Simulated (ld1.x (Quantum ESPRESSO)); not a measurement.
**What the settings do to the RRKJ potential of Zn**

Base potential:

Zn, norm-conserving RRKJ (Kleinman–Bylander form), made with ld1.x (Quantum ESPRESSO) 7.5 (BP86, scalar-relativistic). Core [Ar], reference 3d10 4s2 4p0. Waves: 4p (bound, empty): rc 2.75 bohr; 3d (bound): rc 0.75 bohr; 4s (bound): rc 2.25 bohr. Local part: the s channel. Core correction: none. rho0 = 0.005.

Cutoffs, loose and tight: the cutoffs (Ry, on a coarse ladder) from which the occupation-weighted sum of valence levels, in a spherical-Bessel basis at the reference potential, stays within 10 and 1 mRy of its value at 400 Ry. They do not see the model core or the augmentation charge, which bear on the density cutoff. Test errors are all-electron minus pseudo excitation energies from the reference, over the configurations 3d10 4s1 4p0; 3d10 4s0 4p0; 3d9 4s0 4p0; 3d8 4s0 4p0; 3d10 4s0 4p1; 3d10 4s0 4p2; 3d9 4s2 4p1. A dash means not determined; rows that change the core or the reference have their own tests. The largest error is taken over the tests solved by every variant that gives reliable tests at all: 3d10 4s0 4p0; 3d10 4s1 4p0; 3d8 4s0 4p0; 3d9 4s0 4p0.

A true bound ghost makes a file unfit for plane-wave use even where its test errors are small: the radial tests pick states by their node count and pass the ghost by. Where a test does run into it, the solver fails or the error is huge.

Cutoffs are not given where the Bessel-basis levels miss the radial ones by over 6 mRy, ghosts where they miss by over 20 mRy; a channel whose overlap is not positive is not tested.

| change | outcome | cutoff, loose | cutoff, tight | bound ghosts | largest test error (meV) |
| --- | --- | --- | --- | --- | --- |
| base | generated | 300 Ry | over 300 Ry | none | -2150 |
| type TM semilocal; local potential the d channel; rho0 0 | generated | – | – | none | -406 |
| wave 4p (bound): rc 2.75 bohr becomes 4p (bound): rc 1.92 bohr | generated | 300 Ry | over 300 Ry | none | -2150 |
| wave 3d (bound): rc 0.75 bohr becomes 3d (bound): rc 0.78 bohr | generated | 300 Ry | over 300 Ry | none | -2143 |
| reference 3d10 4s1 4p1 | generated | 300 Ry | over 300 Ry | none | -475 |
| wave 4s (bound): rc 2.25 bohr becomes 4s (bound): rc 2.92 bohr | generated | 300 Ry | over 300 Ry | none | -3289 |
| functional PBE | generated | 300 Ry | over 300 Ry | none | -2002 |
| core [Ne] 3s2, valence charge 18; reference 3p6 3d10 4s2 4p0; waves now 4s (bound): rc 2.30 bohr; 3p (bound): rc 0.65 bohr; 3d (bound): rc 0.90 bohr; local potential all-electron potential smoothed inside 0.55 bohr (lloc = -2); core correction a·sin(br)/r model core, default radius (core density twice the valence density) | generated | over 300 Ry | over 300 Ry | s | -43 |

Q: What comes out with this change to the base: all radii scaled by about 0.73 (s 1.64, p 2.00, d 0.54 bohr)?

A: outcome: generated; bound ghosts: none; largest test error (meV): -2011.

Q: What comes out with this change to the base: local potential all-electron potential smoothed inside 0.70 bohr (lloc = -2)?

A: outcome: generated; cutoff, loose: 300 Ry; cutoff, tight: over 300 Ry; bound ghosts: s, p; largest test error (meV): -299.
